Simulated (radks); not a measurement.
The numbers below are computed, except where a source is named.
Valence configurations of the chromium ion Cr+ (all share [Ar]). Level of theory: scalar-relativistic Kohn-Sham, PBE, spin-polarised, spherical densities, point nucleus; open shells are filled with parallel spins first (a radial shooting solver on a logarithmic mesh with Libxc functionals). Energies are relative to 3d5; eigenvalues in eV for spin up.

[
 {"valence": "3d5", "E (eV)": "0.000", "moment (Bohr magnetons)": "5", "e(3d)": "-10.926", "e(4p)": "-", "e(4s)": "-"},
 {"valence": "3d3 4s2", "E (eV)": "7.836", "moment (Bohr magnetons)": "3", "e(3d)": "-20.011", "e(4p)": "-", "e(4s)": "-13.358"},
 {"valence": "3d3 4p2", "E (eV)": "16.415", "moment (Bohr magnetons)": "5", "e(3d)": "-22.345", "e(4p)": "-9.984", "e(4s)": "-"},
 {"valence": "3d4 4s1", "E (eV)": "1.643", "moment (Bohr magnetons)": "5", "e(3d)": "-15.028", "e(4p)": "-", "e(4s)": "-12.103"},
 {"valence": "3d4 4p1", "E (eV)": "6.261", "moment (Bohr magnetons)": "5", "e(3d)": "-16.237", "e(4p)": "-8.161", "e(4s)": "-"},
 {"valence": "3d4.5 4s0.5", "E (eV)": "0.515", "moment (Bohr magnetons)": "5", "e(3d)": "-12.851", "e(4p)": "-", "e(4s)": "-11.239"},
 {"valence": "3d4.5 4p0.5", "E (eV)": "2.692", "moment (Bohr magnetons)": "5", "e(3d)": "-13.462", "e(4p)": "-7.232", "e(4s)": "-"},
 {"valence": "3d3.5 4s0.5 4p1", "E (eV)": "8.346", "moment (Bohr magnetons)": "5", "e(3d)": "-18.627", "e(4p)": "-8.787", "e(4s)": "-13.690"}
]

NIST lists [Ar] 3d5 as the ground configuration; this level of theory agrees among the configurations tried. The energies are those of spherical high-spin densities, not of single terms.
